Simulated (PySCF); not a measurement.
H2MgO2, SMILES [OH][Mg][OH].

The structure is a stationary point at PBE-D3(BJ)/def2-TZVP. The values are those of a single conformer.

Level of theory: PBE-D3(BJ)/def2-TZVP in PySCF.

Frequencies are harmonic and unscaled.

Estimate the vibrational spectrum. (An estimate is asked for; the answer gives what the named calculation found.)


| mode | ν (cm⁻¹) | IR (km/mol) | Raman (Å⁴/amu) | depolarisation | moving atoms (share of kinetic energy) |
|---|---|---|---|---|---|
| 1 | 66 | 181.1 | 2.0 | 0.65 | H 68 %, O 22 %, Mg 9 % |
| 2 | 155 | 32.0 | 0.1 | 0.75 | Mg 52 %, O 27 %, H 21 % |
| 3 | 162 | 8.7 | 0.3 | 0.67 | Mg 47 %, H 31 %, O 22 % |
| 4 | 303 | 215.8 | 0.5 | 0.75 | H 78 %, O 17 % |
| 5 | 308 | 44.9 | 10.5 | 0.07 | H 72 %, O 27 % |
| 6 | 590 | 4.7 | 12.1 | 0.11 | O 80 %, H 20 % |
| 7 | 868 | 127.0 | 0.5 | 0.75 | Mg 57 %, O 36 % |
| 8 | 3877 | 2.9 | 252.4 | 0.14 | H 94 % |
| 9 | 3877 | 108.3 | 12.0 | 0.75 | H 94 % |
